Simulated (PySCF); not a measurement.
ITl, charge +1, doublet, at a GFN2-xTB geometry (such geometries of metal compounds can be far from the true shape) (a state made from the parent by changing its charge; the spin is typed, not shown lowest) (core potentials on I, Tl); DF-B3LYP/def2-TZVP in PySCF.

Here is a job for PySCF.
```python
from pyscf import gto, scf, dft

mol = gto.Mole()
mol.atom = '''
    Tl   -0.00000000   -0.00000000   -1.39728021
    I     0.00000000    0.00000000    2.13546599
'''
mol.basis = 'def2-tzvp'
mol.ecp = {'I': 'def2-tzvp', 'Tl': 'def2-tzvp'}
mol.charge = 1
mol.spin = 1
mol.verbose = 4
mol.build()

mf = dft.UKS(mol)
mf.xc = 'b3lyp'
mf = mf.density_fit(auxbasis='def2-universal-jkfit')
mf.kernel()
```

It wrote (shortened):

```
PySCF version 2.14.0

[INPUT] verbose = 4
[INPUT] num. atoms = 2
[INPUT] num. electrons = 45
[INPUT] charge = 1
[INPUT] spin (= nelec alpha-beta = 2S) = 1
[INPUT] symmetry False subgroup None
[INPUT] Mole.unit = angstrom
[INPUT] Symbol           X                Y                Z      unit          X                Y                Z       unit  Magmom
[INPUT]  1 Tl     0.000000000000   0.000000000000  -1.397280210000 AA    0.000000000000   0.000000000000  -2.640476916175 Bohr   0.0
[INPUT]  2 I      0.000000000000   0.000000000000   2.135465990000 AA    0.000000000000   0.000000000000   4.035445869423 Bohr   0.0

nuclear repulsion = 78.640813691343
number of shells = 32
number of NR pGTOs = 186
number of NR cGTOs = 100
basis = def2-tzvp
ecp = {'I': 'def2-tzvp', 'Tl': 'def2-tzvp'}

******** <class 'pyscf.df.df_jk.DFUKS'> ********
method = DFUKS
initial guess = minao
damping factor = 0
level_shift factor = 0
DIIS = <class 'pyscf.scf.diis.CDIIS'>
diis_start_cycle = 1
diis_space = 8
diis_damp = 0
SCF conv_tol = 1e-09
SCF conv_tol_grad = None
SCF max_cycles = 50
direct_scf = False
number electrons alpha = 23  beta = 22
XC library pyscf.dft.libxc version 7.1.2
    S. Lehtola, C. Steigemann, M. J. T. Oliveira, and M. A. L. Marques,  SoftwareX 7, 1–5 (2018)
XC functionals = b3lyp
    P. J. Stephens, F. J. Devlin, C. F. Chabalowski, and M. J. Frisch,  J. Phys. Chem. 98, 11623 (1994)
radial grids:
    Treutler-Ahlrichs [JCP 102, 346 (1995); DOI:10.1063/1.469408] (M4) radial grids

becke partition: Becke, JCP 88, 2547 (1988); DOI:10.1063/1.454033
pruning grids: <function nwchem_prune>
grids dens level: 3
symmetrized grids: False
atomic radii adjust function: <function treutler_atomic_radii_adjust>
small_rho_cutoff = 0
Set gradient conv threshold to 3.16228e-05
tot grids = 44888
******** <class 'pyscf.df.df.DF'> ********
auxbasis = def2-universal-jkfit
init E= -397.758096386982

cycle= 1 E= -467.776223951474  delta_E=  -70  |g|= 2.52  |ddm|= 14.9
cycle= 2 E= -461.498345447443  delta_E= 6.28  |g|= 3.11  |ddm|= 6.93
cycle= 3 E= -468.987797502685  delta_E= -7.49  |g|=  1.2  |ddm|= 4.99

cycle= 4 E= -470.123393378277  delta_E= -1.14  |g|= 0.32  |ddm|=  2.7
cycle= 5 E= -470.119552098218  delta_E= 0.00384  |g|= 0.181  |ddm|= 0.457
cycle= 6 E= -470.157081816811  delta_E= -0.0375  |g|= 0.0276  |ddm|= 0.371
cycle= 7 E= -470.157608781263  delta_E= -0.000527  |g|= 0.0275  |ddm|= 0.0763
cycle= 8 E= -470.157835194751  delta_E= -0.000226  |g|= 0.00346  |ddm|= 0.0202
cycle= 9 E= -470.157843555039  delta_E= -8.36e-06  |g|= 0.00114  |ddm|= 0.00763
cycle= 10 E= -470.157844311723  delta_E= -7.57e-07  |g|= 0.000495  |ddm|= 0.00188
cycle= 11 E= -470.157844433522  delta_E= -1.22e-07  |g|= 8.03e-05  |ddm|= 0.000861
cycle= 12 E= -470.157844440958  delta_E= -7.44e-09  |g|= 3.25e-05  |ddm|= 0.000244
cycle= 13 E= -470.157844441803  delta_E= -8.45e-10  |g|= 3.57e-06  |ddm|= 7.67e-05
Extra cycle  E= -470.157844441819  delta_E= -1.59e-11  |g|= 2.79e-06  |ddm|= 1.14e-05
converged SCF energy = -470.157844441819  <S^2> = 0.75271494  2S+1 = 2.0027131
```
